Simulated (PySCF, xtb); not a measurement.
CH3ITe, SMILES C[Te]I.

xtb with GFN2-xTB at its own geometry gives an orbital gap of 3.00 eV and a dipole moment of 6.39 D.

The structure is a stationary point at B3LYP-D3(BJ)/def2-SVP. The def2 effective core potentials stand for the cores of I, Te; spin–orbit coupling is left out.

Problem. What does PBE0/def2-TZVPD (PySCF) give? (The exact figures need the calculation; the answer reports its results.)

Solution. gap 3.37 eV (levels -6.16 and -2.79 eV), dipole 2.06 D.
